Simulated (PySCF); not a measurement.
How methods differ on the excitation energy of Sc²⁺

Sc²⁺ [Ar] 3d1 (2D) → Sc²⁺ [Ar] 4s1 (2S), as a difference of total energies. Computed with PySCF 2.14 in def2-TZVPPD, with no relativity, point nucleus. Correlated levels: valence and next inner shell: [Ne] frozen. The calculations carry no spin-orbit coupling.

```
                                method  excitation energy (eV)
                                   UHF                   3.224
    MP2 (valence and next inner shell)                   2.845
SCS-MP2 (valence and next inner shell)                   2.924
   CCSD (valence and next inner shell)                   2.881
CCSD(T) (valence and next inner shell)                   2.871
```

Task: How much does correlation contribute at CCSD(T) (valence and next inner shell)?

Result: 2.871 − (3.224) = -0.353 eV, measured against UHF.

A first-order spin-orbit estimate (lowest level to lowest level, LS coupling) adds 0.016 eV.
